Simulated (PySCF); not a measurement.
Aluminum trifluoride, AlF₃.
Geometry (PBE0-D3(BJ)/def2-TZVP, Å), atoms numbered from 1 in this order:
```
atom  x, y, z in Å
F1    -0.916   -1.344   -0.014
Al2    0.011   -0.005   -0.008
F3     1.634   -0.142   -0.011
F4    -0.688    1.467    0.000
```

Computed with PySCF, TDDFT CAM-B3LYP/aug-cc-pVTZ, vertical, gas phase, core orbitals frozen in the response. Geometry: PBE0-D3(BJ)/def2-TZVP; no solvent, vibrations or thermal averaging.

Q: List the vertical singlet excitations with oscillator strengths and describe the spectrum.

A: 

| state | E (eV) | E (kJ/mol) | λ (nm) | f | symmetry | main configurations (H = HOMO, L = LUMO) |
| --- | --- | --- | --- | --- | --- | --- |
| S1 | 8.52 | 822 | 145.5 | 0.0000 | – | H→L (93%) |
| S2 | 9.00 | 868 | 137.8 | 0.0000 | – | H-2/H-1→L (≥93%) |
| S3 | 9.00 | 868 | 137.7 | 0.0000 | – | H-2/H-1→L (≥93%) |
| S4 | 9.31 | 898 | 133.2 | 0.082 | E′ | H-3→L (91%) |
| S5 | 9.31 | 899 | 133.1 | 0.082 | E′ | H-4→L (91%) |
| S6 | 9.82 | 947 | 126.3 | 0.179 | A2″ | H-5→L (93%) |
| S7 | 10.01 | 965 | 123.9 | 0.0000 | – | H→L+1 (72%), H→L+4 (26%) |
| S8 | 10.21 | 985 | 121.4 | 0.019 | E′ | H-6→L (81%), H-2/H-1→L+1 (≥8%) |
| S9 | 10.21 | 985 | 121.4 | 0.019 | E′ | H-7→L (81%), H-2/H-1→L+1 (≥8%) |

Triplets, Tamm–Dancoff:

```
state  E (eV)  λ (nm)  main configurations (H = HOMO, L = LUMO)
   T1    8.28   149.8                                 H→L (91%)
   T2    8.70   142.5                          H-2/H-1→L (≥88%)
   T3    8.70   142.5                          H-2/H-1→L (≥88%)
```

The lowest singlet comes at 146 nm (822 kJ/mol) in the vacuum ultraviolet; it is dark (f under 0.0005); its leading configuration is HOMO→LUMO (93%). The strongest level in the table is S6 at 9.82 eV (126 nm, f = 0.179). S2/S3, S4/S5 and S8/S9 lie within about 0.01 eV of each other in each set; the point group D3h has degenerate representations, and within a degenerate level the listed configurations can mix freely. Löwdin shares by element: HOMO fluorine 89%, aluminium 11%; LUMO aluminium 76%, fluorine 24%. Of the 9 states listed, 5 reach f = 0.01 and 4 stay under 0.0005. The oscillator strengths of these states sum to 0.381; summed over the whole spectrum of an exact calculation they would give the number of electrons, 40 (Thomas–Reiche–Kuhn). Weighted by f, the mean energy of these states is 9.64 eV. Symmetry labels in D3h follow from the direction of the transition dipole and are given only for states with f of 0.002 or more. Orbitals of the list HOMO-3 to LUMO+2 that lie within 0.01 eV of each other are written together with a slash and their weights summed (≥ marks a lower bound); for degenerate orbitals outside that list single weights are arbitrary. The window holds the lowest 10 singlets. The highest level found (10.67 eV, f 0.0000 so far) is left out, since the window may have cut off a degenerate partner.
